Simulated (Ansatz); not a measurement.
Molecule: COW, charge 0, multiplicity 5. SMILES: [C-](#[O+])->[W]
Geometry from a B3LYP-D3(BJ)/def2-TZVP (Ansatz, a program for electronic structure) optimisation:
```xyz
3

W      0.0000     0.0000    -0.4123
O      0.0000     0.0000     2.6797
C      0.0000     0.0000     1.5119
```
Charge 0, spin multiplicity 5.

Property: atomisation energy, in kcal/mol. Conventions: no spin-orbit coupling; UHF or UKS for open shells; dispersion terms only where a functional's name holds one; valence correlation only (noble-gas shells and the d and f shells of earlier blocks); atomisation electronic, to ground-state atoms; def2 sets with scalar-relativistic core potentials past Kr; LANL2DZ with its own core potentials from Na on; 6-31G* and kin with 6d, 5d where marked. First-principles rows: single points at B3LYP-D3(BJ) geometries (Ansatz). The spin state of an ion or metal species was assumed, not searched.

```json
[
 {"level": "SVWN5/6-31G* with LANL2DZ past Ar", "program": "Ansatz", "atomisation energy (kcal/mol)": "358.4"},
 {"level": "PBE/LANL2DZ", "program": "Ansatz", "atomisation energy (kcal/mol)": "288.8"},
 {"level": "PBE/def2-SVP", "program": "Ansatz", "atomisation energy (kcal/mol)": "318.9"},
 {"level": "PBE/6-31G* with LANL2DZ past Ar", "program": "Ansatz", "atomisation energy (kcal/mol)": "316.8"},
 {"level": "BLYP/6-31G* with LANL2DZ past Ar", "program": "Ansatz", "atomisation energy (kcal/mol)": "298.5"},
 {"level": "B3LYP/LANL2DZ", "program": "Ansatz", "atomisation energy (kcal/mol)": "254.7"},
 {"level": "B3LYP/def2-SVP", "program": "Ansatz", "atomisation energy (kcal/mol)": "287.0"},
 {"level": "B3LYP/6-31G* with LANL2DZ past Ar", "program": "Ansatz", "atomisation energy (kcal/mol)": "284.4"},
 {"level": "PBE0/6-31G* with LANL2DZ past Ar", "program": "Ansatz", "atomisation energy (kcal/mol)": "292.6"},
 {"level": "B3LYP/def2-TZVPD", "program": "Ansatz", "atomisation energy (kcal/mol)": "285.2"},
 {"level": "B2PLYP-D3(BJ)/def2-TZVPD", "program": "Ansatz + dftd3", "atomisation energy (kcal/mol)": "285.4"}
]
```

No value to compare with is used here. The 9 habitual levels span 254.7 (B3LYP/LANL2DZ) to 358.4 kcal/mol (SVWN5/6-31G* with LANL2DZ past Ar); B2PLYP-D3(BJ)/def2-TZVPD gives 285.4.

The levels are drawn from those run, B3LYP/6-31G* more often than the rest, none by its result; left out are runs that failed, that the program found above a lower state of the same kind, or whose <S^2> lies over 0.5 above the pure value.
